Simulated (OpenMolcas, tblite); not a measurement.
A ladder of methods for CH2F3Si (SMILES [CH2][Si](F)(F)F)

CH2F3Si has 7 atoms, charge 0, and is taken as a doublet. As SMILES, `[CH2][Si](F)(F)F`. The shape is that of a PBE0-D4/def2-TZVP optimisation.

Each level gives the vertical ionisation energy (to the singlet cation) (eV). The values are calculated.

```
             level                   kind     program  value (eV)  less CCSD(T)/def2-SVP  CPU time (all runs)
          GFN2-xTB         semi-empirical      tblite       15.65                  +5.04            under 2 s
      UHF/def2-SVP           Hartree–Fock  OpenMolcas       10.34                  -0.27                 14 s
   USVWN5/def2-SVP                    LDA  OpenMolcas       10.72                  +0.11                 42 s
     UPBE/def2-SVP                    GGA  OpenMolcas       10.61                   0.00                 57 s
   UM06-L/def2-SVP               meta-GGA  OpenMolcas       10.76                  +0.15                 66 s
  UM06-2X/def2-SVP        hybrid meta-GGA  OpenMolcas       10.84                  +0.23                 59 s
ROCCSD(T)/def2-SVP  coupled cluster or CI  OpenMolcas       10.61                   0.00              2.6 min
```

Differences are taken from ROCCSD(T)/def2-SVP for orientation; it has basis-set and higher-order errors of its own. The values span 10.34 to 15.65 eV. The xTB values lack the empirical shift that such differences need. CPU times are rough (shared hosts, several kinds of processor and program).
